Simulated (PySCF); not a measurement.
PySCF input file for Al(Cl)2(SeH) (AlCl2HSe), SMILES [Cl][Al]([SeH])[Cl], PBE/pcSseg-1. Geometry: B3LYP-D3(BJ)/def2-SVP. The structure was generated by enumeration; whether it is a known compound was not checked. One conformer was computed; it need not be the lowest.

```python
import numpy as np
from pyscf import gto, scf, dft
from pyscf.prop.nmr import rks as nmr

mol = gto.M(
    atom='''
    Al   -0.00022835    0.54470906    0.00000000
    Cl    1.81946365    1.58226820   -0.00000000
    Cl   -1.80197691    1.61723946    0.00000000
    Se    0.03375782   -1.75466046    0.00000000
    H    -1.44207196   -1.81439249   -0.00000001
    ''',
    basis='pcSseg-1',
    charge=0,
    spin=0,
    max_memory=1600,
    verbose=3,
)
mf = dft.RKS(mol, xc='pbe')
mf.grids.level = 3
mf.conv_tol = 1e-10
mf.max_cycle = 100
mf.kernel()
n = nmr.NMR(mf)
n.verbose = 2
n.max_cycle_cphf = 60
sigma = n.kernel()
print('atom   isotropic/ppm   span/ppm')
for i, s in enumerate(sigma):
    w = np.linalg.eigvalsh((s + s.T) / 2)
    print(f'{mol.atom_symbol(i):2s}{i + 1:3d} {w.mean():14.3f} {w[2] - w[0]:11.3f}')
```

Output:

```
converged SCF energy = -3564.0127324728
atom   isotropic/ppm   span/ppm
Al  1        360.389      93.973
Cl  2        852.552     282.544
Cl  3        841.670     289.886
Se  4       2069.731     345.550
H   5         30.247      23.479
```

The calculation finished and met its thresholds.
